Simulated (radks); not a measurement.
Problem. Successive ionisation energies (eV) of one element, from differences of total energies of ions in their ground configurations, starting at charge 0: 6.505, 9.608, 20.814, 38.056, 66.909, 80.445, 94.443, 108.86, 123.64, 138.72, 177.14. All-electron calculation, Dirac Kohn-Sham, LDA (Slater exchange, Perdew-Wang correlation), spin-unpolarised, spherical densities, finite nucleus; open shells are shared between the two j in proportion to 2j + 1; Fermi nuclear charge, rms radius 4.8771 fm. Program: a radial shooting solver on a logarithmic mesh with Libxc functionals. Which element is it?

Solution. Cerium (Z = 58). The first species listed is Ce in [Xe] 4f1 5d1 6s2, the last Ce10+ in [Kr] 4d10 5s2.
